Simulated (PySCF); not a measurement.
# How methods differ on the ionisation energy of Co

Co [Ar] 3d7 4s2 (4F) → Co⁺ [Ar] 3d8 (3F), as a difference of total energies. Computed with PySCF 2.14 in x2c-TZVPPall with one added diffuse shell each of s, p, d, f type (7s6p5d3f1g, 80 functions), with scalar relativity by spin-free X2C-1e. Correlated levels: valence: [Ar] frozen; valence and next inner shell: [Ne] frozen. The calculations carry no spin-orbit coupling.

| method | ionisation energy (eV) |
| --- | --- |
| UHF | 8.292 |
| LDA | 7.909 |
| PBE | 7.792 |
| PBE0 | 7.881 |
| r2SCAN | 7.905 |
| wB97X | 7.792 |
| r2SCANh | 7.951 |
| M06-2X | 8.243 |
| TPSS | 7.724 |
| MP2 (valence) | 7.429 |
| SCS-MP2 (valence) | 7.469 |
| MP2 (valence and next inner shell) | 7.072 |
| SCS-MP2 (valence and next inner shell) | 7.227 |

How much does correlation contribute at MP2 (valence and next inner shell)?

7.072 − (8.292) = -1.220 eV, measured against UHF.

A first-order spin-orbit estimate (lowest level to lowest level, LS coupling) adds 0.008 eV.

Errors of the correlated levels include the incompleteness of this basis and the frozen core.

MP2 underrates the near-degeneracy of ns² with np² in the lower species.

For comparison: 7.881 eV (measured; NIST Atomic Spectra Database, ionization energies).
